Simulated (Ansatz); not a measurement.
Consider the cleavage of the Si–Ge bond: `[OH][GeH]([F])[SiH3]` + `O[Si]Br` → `[SiH3]O[Si]Br` + `[OH][GeH2][F]`.

Program: Ansatz. Geometries: PBE0-D4/def2-TZVP. ΔE: electronic, gas phase. CCSD(T)/CBS adds triple-zeta CCSD(T) − MP2 to the extrapolated MP2 energy (def2 sets, frozen cores). DFT in def2-TZVPP. B3LYP here is the variant with VWN-RPA as its local correlation; programs differ in this. HSE06 is defined as in plane-wave codes. For Br, Ge outer-core shells are correlated without core-valence functions, which leaves a few kJ/mol of doubt a bond. Scalar relativity is left out up to krypton. One conformer a species, not always the lowest.

```csv
level,ΔE (kJ/mol),difference from CCSD(T)/CBS
LDA (SPW92),-62.3,22.2
PBE-D4,-60.3,24.2
revPBE-D4,-62.5,22.0
B97M-V,-83.8,0.7
B3LYP-D4,-82.6,1.9
r2SCAN0-D4,-81.3,3.2
CAM-B3LYP-D4,-87.8,-3.3
ωB97M-V,-83.3,1.2
PBE-QIDH,-81.6,2.9
BLYP,-72.0,12.5
r2SCAN,-76.9,7.6
PBE0,-67.1,17.4
r2SCAN0,-80.7,3.8
HSE06,-67.0,17.5
HF/def2-SVP,-102.1,-17.6
HF/CBS(def2),-110.1,-25.6
CCSD(T)/CBS,-84.5,0
```

Largest T1 diagnostic among the species: 0.013.

Leaving LDA and LC-ωPBE aside and taking each functional with its dispersion term where it has one, the values, not all of them listed here, spread over 33.9 kJ/mol, from BHLYP-D4 to PBE-D4. LDA lies −4.1 kJ/mol from PBE without D4. In def2-TZVPP, CCSD(T) changes the Hartree–Fock value by +20.6 kJ/mol (the triples alone add +2.3 kJ/mol) and MP2 by +14.3 kJ/mol.
